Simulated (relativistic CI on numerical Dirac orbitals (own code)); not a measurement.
## Rb12+: computed level list

These numbers are calculated, not measured: Dirac-Coulomb-Breit CI, separate exchange-only KLI orbitals for each configuration, a model potential for QED, unscaled Slater integrals (own radial code, finite nucleus).

CI space (outside the closed core [Ne]): 3s²3p⁶3d⁷, 3s²3p⁵3d⁸, 3s²3p⁴3d⁹, 3s3p⁶3d⁸, 3s²3p⁶3d⁶4s, 3p⁶3d⁹, 3s²3p⁶3d⁶4p, 3s²3p⁶3d⁶4d, 3s²3p⁶3d⁵4s², 3s3p⁵3d⁹, 3s²3p⁶3d⁵4s4p, 3s²3p⁶3d⁶4f, 3s²3p⁶3d⁶5s, 3s²3p⁶3d⁵4p², 3s²3p⁵3d⁷4s, 3s²3p⁶3d⁶5p, 3s²3p⁶3d⁵4s4d, 3s²3p⁶3d⁶5d, 3s²3p⁴3d⁸4s, 3s²3p⁶3d⁵4p4d, 3s²3p⁵3d⁷4p, 3s²3p⁶3d⁶5f, 3s²3p⁶3d⁶5g, 3s²3p⁴3d⁸4p, 3s²3p⁶3d⁶6s, 3s²3p⁵3d⁶4s², 3s²3p⁶3d⁶6p, 3s²3p⁶3d⁵4d², 3s²3p⁶3d⁶6d, 3s3p⁶3d⁷4s, 3s3p⁵3d⁸4s, 3s3p⁶3d⁷4p, 3s3p⁶3d⁶4s², 3p⁶3d⁸4s. Levels of other configurations are missing.

The lowest level is 3s²3p⁶3d⁷ ⁴F9/2, with 97 % of that term; Hund's rules for 3s²3p⁶3d⁷ give ⁴F with J = 9/2, in agreement.

```csv
No.,Configuration,Term,J,E (cm⁻¹),%,Landé g,jj configuration (%)
1,3s²3p⁶3d⁷,⁴F,9/2,0,97,1.325,3d5/2^3 (65)
2,3s²3p⁶3d⁷,⁴F,7/2,9518,99,1.234,3d3/2^3 3d5/2^4 (86)
3,3s²3p⁶3d⁷,⁴F,5/2,15085,97,1.032,3d3/2^2 3d5/2^5 (59)
4,3s²3p⁶3d⁷,⁴F,3/2,18516,94,0.422,3d3/2^3 3d5/2^4 (39)
5,3s²3p⁶3d⁷,⁴P,3/2,41305,55,1.531,3d5/2^3 (68)
6,3s²3p⁶3d⁷,⁴P,5/2,44303,94,1.576,3d3/2^3 3d5/2^4 (55)
7,3s²3p⁶3d⁷,²G,9/2,47138,86,1.094,3d3/2^3 3d5/2^4 (50)
8,3s²3p⁶3d⁷,⁴P,1/2,49304,78,2.242,3d3/2^3 3d5/2^4 (89)
9,3s²3p⁶3d⁷,²G,7/2,55903,98,0.893,3d3/2^3 3d5/2^4 (54)
10,3s²3p⁶3d⁷,⁴P,3/2,58915,39,1.338,3d3/2^2 3d5/2^5 (59)
11,3s²3p⁶3d⁷,²D,5/2,64032,92,1.214,3d3/2^3 3d5/2^4 (43)
12,3s²3p⁶3d⁷,²H,11/2,65406,100,1.089,3d3/2^3 3d5/2^4 (100)
13,3s²3p⁶3d⁷,²P,1/2,65861,78,1.091,3d3/2^2 3d5/2^5 (88)
14,3s²3p⁶3d⁷,²H,9/2,74701,89,0.930,3d3/2^2 3d5/2^5 (81)
15,3s²3p⁶3d⁷,²D,3/2,79894,67,0.969,3d3/2 3d5/2^6 (71)
16,3s²3p⁶3d⁷,²F,5/2,101630,97,0.864,3d3/2^3 3d5/2^4 (65)
17,3s²3p⁶3d⁷,²F,7/2,105957,98,1.139,3d3/2^3 3d5/2^4 (59)
18,3s²3p⁶3d⁷,²D,3/2,152400,99,0.799,3d3/2^3 3d5/2^4 (86)
19,3s²3p⁶3d⁷,²D,5/2,157901,97,1.193,3d3/2^2 3d5/2^5 (72)
20,3p⁵3d⁸(3F),⁴G°,11/2,955084,100,1.271,3p3/2^3 3d5/2^4 (83)
21,3p⁵3d⁸(3F),⁴G°,9/2,979461,93,1.179,3p3/2^3 3d3/2^3 3d5/2^5 (84)
22,3p⁵3d⁸(1D),²F°,7/2,983061,61,1.100,3p3/2^3 3d5/2^4 (56)
23,3p⁵3d⁸(1D),²D°,5/2,988704,44,0.986,3p3/2^3 3d5/2^4 (73)
24,3p⁵3d⁸(3F),⁴G°,7/2,1010609,48,1.117,3p3/2^3 3d3/2^2 3d5/2^6 (34)
25,3p⁵3d⁸(3F),⁴G°,5/2,1012107,41,0.919,3p3/2^3 3d3/2^3 3d5/2^5 (38)
26,3p⁵3d⁸(1D),²D°,3/2,1017813,82,0.848,3p3/2^3 3d3/2^3 3d5/2^5 (55)
27,3p⁵3d⁸(3P),²S°,1/2,1031110,76,2.120,3p3/2^3 3d3/2^3 3d5/2^5 (53)
28,3p⁵3d⁸(3F),⁴F°,9/2,1033883,62,1.244,3p3/2^3 3d5/2^4 (92)
29,3p⁵3d⁸(3P),⁴D°,7/2,1033928,75,1.342,3p3/2^3 3d3/2^3 3d5/2^5 (48)
30,3p⁵3d⁸(3P),⁴D°,5/2,1037983,54,1.272,3p3/2^3 3d3/2^3 3d5/2^5 (77)
31,3p⁵3d⁸(3F),⁴F°,7/2,1052532,56,1.179,3p3/2^3 3d3/2^3 3d5/2^5 (65)
32,3p⁵3d⁸(3P),⁴P°,5/2,1052913,53,1.310,3p3/2^3 3d3/2^3 3d5/2^5 (50)
33,3p⁵3d⁸(3F),⁴D°,3/2,1053548,51,1.045,3p3/2^3 3d3/2^2 3d5/2^6 (57)
34,3p⁵3d⁸(3F),⁴D°,1/2,1062507,96,0.037,3p3/2^3 3d3/2^3 3d5/2^5 (43)
35,3p⁵3d⁸(3P),⁴P°,3/2,1067442,44,1.190,3p3/2^3 3d3/2^3 3d5/2^5 (43)
36,3p⁵3d⁸(3F),⁴F°,5/2,1069180,39,0.871,3p1/2 3p3/2^4 3d3/2^2 3d5/2^6 (53)
37,3p⁵3d⁸(1G),²G°,9/2,1073177,52,1.152,3p3/2^3 3d3/2^3 3d5/2^5 (67)
38,3p⁵3d⁸(1G),²G°,7/2,1078045,64,0.999,3p3/2^3 3d3/2^3 3d5/2^5 (59)
39,3p⁵3d⁸(1G),²H°,11/2,1083724,99,1.090,3p3/2^3 3d3/2^3 3d5/2^5 (83)
40,3p⁵3d⁸(3F),⁴D°,3/2,1087409,33,1.112,3p3/2^3 3d3/2^3 3d5/2^5 (43)
41,3p⁵3d⁸(1D),²P°,1/2,1091631,69,0.727,3p3/2^3 3d5/2^4 (46)
42,3p⁵3d⁸(3P),⁴D°,5/2,1092356,40,1.330,3p1/2 3p3/2^4 3d3/2^3 3d5/2^5 (39)
43,3p⁵3d⁸(3F),⁴D°,5/2,1105703,69,1.287,3p3/2^3 3d5/2^4 (47)
44,3p⁵3d⁸(3P),⁴D°,3/2,1108882,65,1.272,3p3/2^3 3d3/2^3 3d5/2^5 (57)
45,3p⁵3d⁸(3P),⁴P°,1/2,1113259,31,1.318,3p3/2^3 3d3/2^2 3d5/2^6 (37)
46,3p⁵3d⁸(3F),⁴D°,7/2,1114338,71,1.357,3p1/2 3p3/2^4 3d5/2^4 (42)
47,3p⁵3d⁸(1D),²P°,3/2,1127698,61,1.218,3p1/2 3p3/2^4 3d3/2^3 3d5/2^5 (34)
48,3p⁵3d⁸(3P),⁴D°,1/2,1129136,53,1.128,3p1/2 3p3/2^4 3d3/2^3 3d5/2^5 (80)
49,3p⁵3d⁸(3P),⁴S°,3/2,1144263,54,1.698,3p3/2^3 3d5/2^4 (29)
50,3p⁵3d⁸(1G),²F°,5/2,1149085,67,0.967,3p3/2^3 3d3/2^3 3d5/2^5 (38)
51,3p⁵3d⁸(1G),²H°,9/2,1154019,82,0.945,3p1/2 3p3/2^4 3d3/2^3 3d5/2^5 (90)
52,3p⁵3d⁸(1D),²D°,5/2,1170570,54,1.063,3p3/2^3 3d3/2^3 3d5/2^5 (53)
53,3p⁵3d⁸(1S),²P°,3/2,1170947,57,1.440,3p1/2 3p3/2^4 3d3/2^3 3d5/2^5 (31)
54,3p⁵3d⁸(1G),²F°,7/2,1178395,88,1.141,3p1/2 3p3/2^4 3d5/2^4 (34)
55,3d⁶(5D)4s,⁶D,9/2,1209637,97,1.549,3d3/2^3 3d5/2^3 4s (47)
56,3p⁵3d⁸(1D),²D°,3/2,1212121,67,0.937,3p1/2 3p3/2^4 3d3/2^2 3d5/2^6 (68)
57,3p⁵3d⁸(1G),²F°,7/2,1212959,62,1.071,3p3/2^3 3d3/2^3 3d5/2^5 (35)
58,3d⁶(5D)4s,⁶D,7/2,1215497,96,1.579,3d3/2^3 3d5/2^3 4s (56)
59,3d⁶(5D)4s,⁶D,5/2,1219042,96,1.650,3d3/2^2 3d5/2^4 4s (50)
60,3p⁵3d⁸(3P),²P°,1/2,1220318,91,0.660,3p1/2 3p3/2^4 3d3/2^2 3d5/2^6 (72)
61,3d⁶(5D)4s,⁶D,3/2,1221469,95,1.856,3d3/2^3 3d5/2^3 4s (40)
62,3d⁶(5D)4s,⁶D,1/2,1222917,95,3.303,3d3/2^2 3d5/2^4 4s (46)
63,3d⁶(5D)4s,⁴D,7/2,1231902,94,1.421,3d3/2^3 3d5/2^3 4s (48)
64,3p⁵3d⁸(3F),²F°,5/2,1232267,88,0.890,3p1/2 3p3/2^4 3d5/2^4 (36)
65,3d⁶(5D)4s,⁴D,5/2,1238391,95,1.370,3d3/2^3 3d5/2^3 4s (51)
66,3d⁶(5D)4s,⁴D,3/2,1241697,93,1.203,3d3/2^2 3d5/2^4 4s (40)
67,3d⁶(5D)4s,⁴D,1/2,1243851,94,0.037,3d3/2^3 3d5/2^3 4s (38)
68,3p⁵3d⁸(3F),²G°,9/2,1258490,95,1.110,3p1/2 3p3/2^4 3d5/2^4 (56)
69,3d⁶(3P)4s,⁴P,5/2,1266123,91,1.586,3d3/2^2 3d5/2^4 4s (39)
70,3p⁵3d⁸(3F),²G°,7/2,1269097,67,0.967,3p1/2 3p3/2^4 3d3/2^3 3d5/2^5 (63)
```

Energies count from the lowest computed level; ° marks odd parity. Percentages are summed over parent terms; the parents shown are those of the largest component, closed shells are left out there. Filled j subshells are mostly left out of the jj labels.

The mean weight of the leading LS term, summed over parents, in these 70 levels is 75 %, and that of the leading jj configuration (from the same eigenvectors) 57 %, so LS coupling describes them better.

At this charge energies of transitions that change n are usually good to better than 1 %, and those within a shell (Δn = 0) to a few per cent. Terms inside the open d or f shell come out 10 to 20 % too wide with unscaled integrals.

Landé's interval rule says that E(J) − E(J−1) = AJ with one A. For the ground term the intervals give A = -1372.5, -1590.6, -2115.1 cm⁻¹ for J = 5/2, 7/2, 9/2; the multiplet is inverted.

LS names give the leading component of a level, which can be under half, so a name can repeat, a term be missing and a line seem to break the LS rules.
